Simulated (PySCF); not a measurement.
C5H9NSi.
SMILES: `C1=CC[SiH2][C@H]1/C=N\[H]`

The closed-shell ground state was solved at several levels (PySCF, density fitting, gas phase, non-relativistic). One conformer (not necessarily the lowest) at the PBE0-D3(BJ)/def2-SVP geometry, without solvent, vibrations or thermal averaging.

| level | basis functions | total energy (Eh) | HOMO (eV) | LUMO (eV) | gap (eV) | dipole (D) |
| --- | --- | --- | --- | --- | --- | --- |
| PBE0/pcSseg-1 | 171 | -539.6924 | -7.36 | -0.15 | 7.21 | 2.85 |
| wB97X-D/pcSseg-1 | 171 | -540.0249 | -9.27 | 1.68 | 10.95 | 2.88 |

Q: What might CAM-B3LYP/def2-SVPD (216 basis functions) give for the same quantities?

A: Total energy -539.7596 Eh, HOMO -8.80 eV, LUMO 0.89 eV, gap 9.69 eV, dipole 2.96 D.

Q: Over all these levels, which gives the widest orbital gap and which the narrowest?

A: wB97X-D/pcSseg-1 (range-separated hybrid) has the widest, 10.95 eV, and PBE0/pcSseg-1 (global hybrid, 25 % exact exchange) the narrowest, 7.21 eV. The two share the basis. From the narrowest to the widest the HOMO moves by -1.91 eV and the LUMO by +1.83 eV.

Q: How far do the dipole and the HOMO energy spread over the levels?

A: The dipole runs from 2.85 to 2.96 D (mean 2.90 D) and the HOMO from -9.27 to -7.36 eV.

Note: wB97X-D ran without an empirical dispersion term, which enters the total energy and its gradient alone.
